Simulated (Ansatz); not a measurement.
S2 (SMILES S=S), triplet, geometry from GFN2-xTB; B97M-V/aug-cc-pVDZ in Ansatz (a quantum-chemistry and plane-wave program).

Ansatz was given this input:
Ansatz 0.2 input:
```yaml
crystal:
  periodic: [false, false, false]
  atoms:
    - {symbol: S, position_ang: [-0.00000000, -0.00000000, -0.95002097]}
    - {symbol: S, position_ang: [0.00000000, 0.00000000, 0.95002097]}
basis:
  gaussian:
    orbitals: aug-cc-pVDZ
hamiltonian:
  xc: {name: B97M-V}
magnetization: {spin_polarized: true, initial_magnetization: 2}
```

The log (banner, timings and long lists left out):

```
Functional definition: B97M-V
668 factors; their error is unknown
mean field evaluation 1: about -21664.6405 eV, gradient 6.4e0 eV
mean field evaluation 2: about -21664.7114 eV, gradient 5.9e0 eV
mean field evaluation 4: about -21664.9326 eV, gradient 1.5e-1 eV
mean field evaluation 8: about -21664.9280 eV, gradient 3.7e-4 eV
mean field -21664.92804284 eV, -796.1714205586 hartree, gradient 2.3e-5 eV, S^2 2.005797; 0 other end points of the search recorded, 0 dependent functions left out
reference -21664.92812229 eV, -796.1714234785 hartree; 17, 15 occupied and 37, 39 virtual orbitals, 668 factors
Total energy: -21664.92812229 eV, -796.1714234785 hartree
```
